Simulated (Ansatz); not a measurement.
Molecular dynamics, step by step

AgH2O (charge +1), singlet, wB97X-V/def2-SVP (Ansatz 0.2.0). Settings (timestep in fs, temperature in K; T counts 6 degrees of freedom):

```yaml
hamiltonian: {xc: {name: wB97X-V}}
md: {n_steps: 30, timestep: 1.0, temperature: 1000, ensemble: nve, seed: 362, initial_velocities: maxwell_boltzmann}
```

Start:

```
4
angstrom
Ag -0.0670 -0.0238 -1.9428
O 0.0090 0.0031 0.2687
H -0.5383 0.5416 0.8501
H 0.5962 -0.5209 0.8240
```

```tsv
step	time (fs)	potential energy less the start (meV)	kinetic energy (meV)	T (K)
0	0.00	0.0	258.5	1000
2	2.00	94.0	172.5	667
4	4.00	163.9	99.7	386
6	6.00	218.5	50.3	194
8	8.00	75.5	184.6	714
10	10.00	83.3	183.0	708
12	12.00	99.9	160.3	620
14	14.00	243.2	25.4	98
16	16.00	208.0	55.8	216
18	18.00	163.8	103.0	398
20	20.00	47.6	211.3	818
22	22.00	110.0	154.9	599
24	24.00	179.4	86.1	333
26	26.00	184.1	80.4	311
28	28.00	103.2	160.4	621
30	30.00	35.4	225.5	872
```

Step 12, positions (Å) and forces (eV/Å):

```json
{"atom": "Ag1", "x": "-0.068", "y": "-0.023", "z": "-1.942", "Fx": "0.129", "Fy": "-0.138", "Fz": "-0.005"}
{"atom": "O2", "x": "0.017", "y": "-0.018", "z": "0.274", "Fx": "-0.380", "Fy": "0.165", "Fz": "-1.249"}
{"atom": "H3", "x": "-0.587", "y": "0.655", "z": "0.617", "Fx": "0.372", "Fy": "-0.257", "Fz": "0.814"}
{"atom": "H4", "x": "0.600", "y": "-0.436", "z": "0.918", "Fx": "-0.121", "Fy": "0.230", "Fz": "0.439"}
```

Step 18, positions (Å) and forces (eV/Å):

| atom | x | y | z | Fx | Fy | Fz |
| --- | --- | --- | --- | --- | --- | --- |
| Ag1 | -0.068 | -0.022 | -1.942 | 0.128 | -0.152 | -0.014 |
| O2 | 0.015 | -0.023 | 0.277 | -1.491 | 0.588 | -2.954 |
| H3 | -0.561 | 0.673 | 0.594 | 0.071 | 0.159 | 1.057 |
| H4 | 0.607 | -0.395 | 0.885 | 1.292 | -0.595 | 1.911 |

Step 28, positions (Å) and forces (eV/Å):

| atom | x | y | z | Fx | Fy | Fz |
| --- | --- | --- | --- | --- | --- | --- |
| Ag1 | -0.067 | -0.023 | -1.942 | 0.019 | -0.029 | -0.073 |
| O2 | -0.002 | -0.019 | 0.262 | -0.712 | 0.496 | -0.347 |
| H3 | -0.431 | 0.608 | 0.847 | -0.913 | 0.710 | -0.129 |
| H4 | 0.642 | -0.323 | 0.878 | 1.605 | -1.177 | 0.549 |

Last step (30):

| atom | x (Å) | y (Å) | z (Å) |
| --- | --- | --- | --- |
| Ag1 | -0.0666 | -0.0232 | -1.9424 |
| O2 | -0.0066 | -0.0141 | 0.2660 |
| H3 | -0.4701 | 0.6231 | 0.8388 |
| H4 | 0.7305 | -0.3948 | 0.8349 |

Hardware: 2 CPU threads of an Arm Neoverse V1, shared host. Wall time about 93 s.
